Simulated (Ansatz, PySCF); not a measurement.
CH6OSiTe, SMILES CO[Te][SiH3].

Geometry: PBE0-D3(BJ)/def2-SVP. The structure was generated by enumeration, and PubChem lists no compound with its InChIKey, so it may never have been made. The def2 effective core potentials stand for the cores of Te; spin–orbit coupling is left out. The values are those of a single conformer.

Vertical ionisation energy (IE) and electron affinity (EA) in eV. Rows of orbital energies are one-electron estimates. Where ΔSCF, EOM or ADC give a negative EA the extra electron is unbound and the value depends on the basis.

```json
[
 {"level": "−ε(HOMO), −ε(LUMO), CAM-B3LYP/def2-TZVP (PySCF)", "IE": "7.67", "EA": "0.97"},
 {"level": "−ε(HOMO), −ε(LUMO), PBE/def2-TZVP (PySCF)", "IE": "5.37", "EA": "2.92"},
 {"level": "ΔSCF, CAM-B3LYP/def2-SVPD (Ansatz), final states of multiplicity 2 and 2", "IE": "8.51", "EA": "0.39"},
 {"level": "ΔSCF, PBE/def2-SVPD (Ansatz), final states of multiplicity 2 and 2", "IE": "?", "EA": "?"}
]
```

Q: Some entries are withheld; supply them. (Estimate from the structure and the level; the computed values follow.)

A: 
- ΔSCF, PBE/def2-SVPD (Ansatz, an electronic-structure program), final states of multiplicity 2 and 2, IE: 8.29
- ΔSCF, PBE/def2-SVPD (Ansatz), final states of multiplicity 2 and 2, EA: 0.48

Q: What vertical singlet–triplet gap does ΔSCF give with CAM-B3LYP/def2-SVPD (Ansatz) and with PBE/def2-SVPD (Ansatz)? (An estimate is asked for; the answer gives what the named calculation found.)

A: 2.37 and 2.23 eV (triplet above singlet where positive).
